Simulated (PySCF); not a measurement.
PySCF was given this input:
```python
from pyscf import gto, scf, dft

mol = gto.M(
    atom='''
N    -0.000000   -0.000000   -0.616255
O     0.000000    0.000000    0.539223
''',
    basis='def2-tzvp',
    charge=0,
    spin=1,
    verbose=4,
)

mf = dft.UKS(mol)
mf.xc = 'pbe'
mf.kernel()
mf.analyze()
```

Estimate the total energy that PBE/def2-TZVP (PySCF) returns for this input.

-129.8161 Eh

What HOMO energy does PBE/def2-TZVP give?

-4.47 eV

Give the nuclear repulsion energy at the level PBE/def2-TZVP.

25.6465 Eh

What <S^2> does PBE/def2-TZVP give?

0.752

Give the number of basis functions at the level PBE/def2-TZVP.

62

What is the computed dipole moment (PBE/def2-TZVP)?

0.21 D

These values belong to the state on which the SCF converged, which isn't shown to be the lowest.
